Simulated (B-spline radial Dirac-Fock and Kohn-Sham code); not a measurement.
## Dipole and non-dipole photoemission parameters of Au⁵⁺ 3d5/2

System: gold as Au⁵⁺ in the configuration [Xe] 4f14 5d6; threshold 2286.8 eV (orbital energy of the model). Model: Dirac-Hartree-Slater photoionisation with a Latter tail; cross sections with all multipoles, angular parameters from the dipole term and its interference with E2. Program: a radial B-spline solver.

For linearly polarised light dσ/dΩ = σ/(4π) [1 + β P₂(cos θ) + (δ + γ cos²θ) sin θ cos φ], with θ from the polarisation vector and φ the angle between the beam and the projection of the electron momentum on the plane normal to the polarisation.

```tsv
hν (eV)	σ (kb)	β	γ	δ
3550	154	1.112	-0.103	0.035
3990	110	1.175	0.031	0.052
4000	109	1.176	0.034	0.053
4250	?	?	?	?
5460	43.1	1.232	0.464	0.092
6000	32.1	1.228	0.603	0.104
7480	15.9	1.197	0.934	0.136
12800	2.59	1.032	1.701	0.242
```

Q: Give the values at 4250 eV.

A: σ = 91.7 kb, β = 1.198, γ = 0.112, δ = 0.061.

Values without a named source are computed, but for edge energies of neutral atoms, which are taken from tables.
